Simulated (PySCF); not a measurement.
Job file and geometry (Å, from GFN2-xTB) of an NMR shielding run on `C=NCC1=CCS(=O)(=O)C1`, C6H9NO2S, PySCF, GIAO PBE0/pcSseg-1 NMR shielding, non-relativistic, gas phase; density fitting, a coarse starting grid and PySCF grid level 2 are the driver's defaults:

```
$ OMP_NUM_THREADS=1 python probes_run.py task.json out

{"job": {"kind": "nmr", "xc": "PBE0", "basis": "pcSseg-1"}, "charge": 0, "multiplicity": 1}
C      2.976242    -0.549998     0.933762
N      2.086044     0.324509     0.877451
C      1.533464     0.716906    -0.390325
C      0.062919     0.402881    -0.390235
C     -0.533091    -0.404827    -1.263080
C     -1.975791    -0.679241    -1.071616
S     -2.183888    -0.227589     0.695845
O     -3.431929     0.450610     0.913695
O     -1.892614    -1.361852     1.522882
C     -0.778244     0.946159     0.706569
H      3.360342    -0.829070     1.903228
H      3.406382    -1.054861     0.061424
H      2.025446     0.227500    -1.245795
H      1.666631     1.801878    -0.470088
H      0.000902    -0.887347    -2.067091
H     -2.632340    -0.020534    -1.634852
H     -2.242886    -1.717721    -1.241194
H     -1.198345     1.925252     0.491571
H     -0.259047     0.946595     1.660388
```

Task: What does the program print?

Result: 
```
coarse grid: 16960 points
cycle   1  E = -836.3008298065  dE =  2.329e+00  |g| = 1.145e+00  |ddm| = 4.290e+00
cycle   2  E = -835.6965481066  dE =  6.043e-01  |g| = 2.144e+00  |ddm| = 2.961e+00
cycle   3  E = -836.5373458036  dE = -8.408e-01  |g| = 1.863e-01  |ddm| = 2.141e+00
cycle   4  E = -836.5446913844  dE = -7.346e-03  |g| = 7.727e-02  |ddm| = 2.641e-01
cycle   5  E = -836.5460534325  dE = -1.362e-03  |g| = 2.202e-02  |ddm| = 8.149e-02
cycle   6  E = -836.5461431591  dE = -8.973e-05  |g| = 8.126e-03  |ddm| = 2.002e-02
cycle   7  E = -836.5461565018  dE = -1.334e-05  |g| = 2.209e-03  |ddm| = 7.372e-03
cycle   8  E = -836.5461575502  dE = -1.048e-06  |g| = 6.880e-04  |ddm| = 2.695e-03
final grid: 160752 points
cycle   9  E = -836.6282683476  dE = -3.535e-05  |g| = 1.204e-02  |ddm| = 3.477e-02
cycle  10  E = -836.6282238138  dE =  4.453e-05  |g| = 1.887e-02  |ddm| = 2.856e-02
cycle  11  E = -836.6282992360  dE = -7.542e-05  |g| = 2.884e-03  |ddm| = 1.878e-02
cycle  12  E = -836.6283008940  dE = -1.658e-06  |g| = 3.529e-04  |ddm| = 2.338e-03
cycle  13  E = -836.6283009083  dE = -1.430e-08  |g| = 2.554e-04  |ddm| = 5.243e-04
cycle  14  E = -836.6283009228  dE = -1.447e-08  |g| = 4.968e-05  |ddm| = 2.524e-04
cycle  15  E = -836.6283009233  dE = -5.148e-10  |g| = 1.331e-05  |ddm| = 5.298e-05
converged SCF energy = -836.6283009233

GIAO shielding tensors (ppm)
atom      isotropic    diamagn.    paramagn.     s11        s22        s33       span
  0 C       29.199     253.484    -224.285    -68.588     39.542    116.642    185.230
  1 N     -132.652     330.203    -462.855   -504.543   -159.770    266.358    770.901
  2 C      115.617     245.181    -129.564     92.222    111.653    142.974     50.751
  3 C       39.251     265.314    -226.063    -71.107     48.755    140.104    211.211
  4 C       61.007     256.101    -195.094    -37.696     78.381    142.336    180.032
  5 C      124.387     258.152    -133.765    101.462    107.391    164.309     62.846
  6 S      154.062    1049.932    -895.871     56.357    148.919    256.909    200.552
  7 O       86.885     394.102    -307.217     37.126     75.576    147.954    110.829
  8 O      116.722     401.067    -284.345     77.807    127.158    145.202     67.395
  9 C      125.340     253.444    -128.104     98.925    110.948    166.147     67.223
 10 H       24.392      29.152      -4.760     22.765     23.805     26.607      3.842
 11 H       23.964      30.444      -6.480     20.866     24.221     26.805      5.939
 12 H       27.964      32.662      -4.699     24.984     28.093     30.814      5.830
 13 H       26.764      29.451      -2.686     24.736     25.255     30.302      5.566
 14 H       25.710      34.561      -8.851     23.710     25.398     28.022      4.312
 15 H       28.079      30.516      -2.437     25.156     26.593     32.488      7.332
 16 H       28.194      30.012      -1.818     25.596     26.910     32.076      6.480
 17 H       28.213      31.166      -2.953     24.981     27.248     32.410      7.429
 18 H       27.208      31.146      -3.938     24.053     27.135     30.436      6.383
```

Task: Turn these shieldings into chemical shifts. Referencing at the same level of theory: ¹³C (σref 186.93) and ¹H (σref 31.72) against TMS; ¹⁵N (σref 267.73) vs NH3; ³³S (σref 503.73) against CS2; H2O for ¹⁷O (σref 336.08).

Result: Averaging equivalent atoms: C 0: 157.7; C 3: 147.7; C 4: 125.9; C 2: 71.3; C 5: 62.5; C 9: 61.6; N 1: 400.4; S 6: 350; O 7/8: 234.3; H 11: 7.75; H 10: 7.32; H 14: 6.01; H 12/13: 4.35; H 17/18: 4.01; H 15/16: 3.58 ppm. Experimental scales use liquid or dissolved standards, which lie at an offset from isolated NH3 (liquid NH3: subtract about 20 ppm) and H2O (liquid H2O: subtract about 36 ppm). Unscaled 15N shifts of sp2 nitrogen come out 20 to 40 ppm too high even then.

Size and cost of the density-fitted run: 222 basis functions, 52 s wall time on 1 thread of an Intel Xeon Platinum 8375C, shared host; peak memory 1 GiB.
